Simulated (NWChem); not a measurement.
# SiH$_{2}$SeOCl$_{2}$; SMILES O[Si](Cl)(Cl)[SeH]

```xyz
7

O      0.1811     0.8649    -1.8868
Si     0.0155     0.5154    -0.2864
Cl    -1.7875     1.2049     0.4536
Cl     1.5577     1.5358     0.6080
Se     0.0224    -1.7204     0.1713
H     -0.4326     0.4162    -2.4893
H      1.3510    -1.9080    -0.4583
```
Atoms are numbered in this order, from 1.

Level: B3LYP/6-31G* (spherical d) (NWChem), optimised geometry, unscaled harmonic frequencies. This build's default masses of Se (78.918 u) and Br (79.917 u) are each other's, which moves their modes by up to 0.6 %.

| frequency (cm⁻¹) | IR intensity (km/mol) |
|---|---|
| 120 | 5.5 |
| 129 | 1.6 |
| 189 | 33.1 |
| 203 | 6.1 |
| 216 | 2.6 |
| 260 | 9.4 |
| 301 | 79.4 |
| 382 | 24.9 |
| 546 | 217.2 |
| 579 | 163.2 |
| 699 | 25.7 |
| 859 | 349.1 |
| 935 | 34.4 |
| 2404 | 16.6 |
| 3776 | 105.2 |

```json
{
 "zero_point_energy": "16.6 kcal/mol",
 "thermal correction to the enthalpy at 298.15 K (with zero-point energy)": "22.0 kcal/mol",
 "heat capacity Cv": "24.3 cal/(mol K)",
 "entropy at 298.15 K and 1 atm (symmetry number 1)": "89.5 cal/(mol K)",
 "dipole_moment": "2.49 D"
}
```

Rigid rotor and harmonic oscillator.
